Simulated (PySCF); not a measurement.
**Two-photon absorption: SMILES C#CS(=O)(=O)C(F)(F)F, C₃HF₃O₂S**

Molfile (atoms numbered from 1):
```
C3HF3O2S
     RDKit          3D

 10  9  0  0  0  0  0  0  0  0999 V2000
   -2.3522   -0.1912    0.5513 C   0  0  0  0  0  0  0  0  0  0  0  0
   -1.3042    0.2778    0.2096 C   0  0  0  0  0  0  0  0  0  0  0  0
    0.2266    0.9481   -0.2878 S   0  0  0  0  0  6  0  0  0  0  0  0
    0.6824    1.8809    0.6844 O   0  0  0  0  0  0  0  0  0  0  0  0
    0.1759    1.2969   -1.6659 O   0  0  0  0  0  0  0  0  0  0  0  0
    1.2818   -0.6127   -0.1251 C   0  0  0  0  0  0  0  0  0  0  0  0
    0.7983   -1.5648   -0.9181 F   0  0  0  0  0  0  0  0  0  0  0  0
    2.5404   -0.3716   -0.4518 F   0  0  0  0  0  0  0  0  0  0  0  0
    1.2338   -1.0541    1.1286 F   0  0  0  0  0  0  0  0  0  0  0  0
   -3.2739   -0.6048    0.8523 H   0  0  0  0  0  0  0  0  0  0  0  0
  1  2  3  0
  2  3  1  0
  3  4  2  0
  3  5  2  0
  3  6  1  0
  6  7  1  0
  6  8  1  0
  6  9  1  0
  1 10  1  0
M  END
```

Method: PySCF 2.14.0, TDDFT CAM-B3LYP/def2-SVPD excited states, vertical, gas phase. Geometry: GFN2-xTB.

How strongly do the lowest singlets absorb one photon, and two photons of half the energy?

δ for parallel linear polarisation; σ at the peak of a Lorentzian of half width 0.1 eV, single beam; Ω is circular over linear.
```csv
state,E (eV),f,photon λ (nm),δ (au),σ (GM),Ω,main
S1,5.82,0.000,426,<0.1,0.00,–,HOMO→LUMO 0.86
S2,6.39,0.001,388,4.88,0.07,0.75,"HOMO−2→LUMO 0.51, HOMO→LUMO+1 0.40"
S3,6.67,0.000,372,<0.1,0.00,–,HOMO−2→LUMO+1 0.93
S4,7.14,0.007,347,3.51,0.07,1.21,HOMO−1→LUMO 0.94
S5,7.65,0.009,324,0.4,0.01,1.50,"HOMO−3→LUMO 0.76, HOMO−4→LUMO 0.09"
```

Among these, the strongest one-photon state is S5, the strongest two-photon state S2, with a dipole change of 0.5 D (relaxed, norm of the difference vector).
